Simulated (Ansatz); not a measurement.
Basis-set series for C$_{2}$H$_{9}$NSi, SMILES `CC[SiH2]N`. Charge 0, multiplicity 1. The geometry is a stationary point of PBE0-D4/def2-TZVP. It is one conformer, not always the lowest.

```json
{"functional": "PBE0-D4", "basis": "def2-SVP", "functions": "105", "energy (Eh)": "-425.42625", "HOMO (eV)": "-6.99", "LUMO (eV)": "1.34"}
{"functional": "PBE0-D4", "basis": "def2-TZVPP", "functions": "261", "energy (Eh)": "-425.68756", "HOMO (eV)": "-7.21", "LUMO (eV)": "0.66"}
{"functional": "ωB97M-V", "basis": "def2-SVP", "functions": "105", "energy (Eh)": "-425.59674", "HOMO (eV)": "-9.33", "LUMO (eV)": "3.07"}
{"functional": "ωB97M-V", "basis": "def2-TZVPP", "functions": "261", "energy (Eh)": "-425.86808", "HOMO (eV)": "-9.56", "LUMO (eV)": "2.14"}
```

(1) Give the rows for def2-QZVPP. (Estimate.)

## Answers

(1) The calculation gave: 
```json
{"functional": "PBE0-D4", "basis": "def2-QZVPP", "functions": "511", "energy (Eh)": "-425.70607", "HOMO (eV)": "-7.25", "LUMO (eV)": "0.37"}
{"functional": "ωB97M-V", "basis": "def2-QZVPP", "functions": "511", "energy (Eh)": "-425.88564", "HOMO (eV)": "-9.59", "LUMO (eV)": "1.61"}
```

Positive LUMOs are unbound and depend on the basis.

Program: Ansatz 0.2.0.
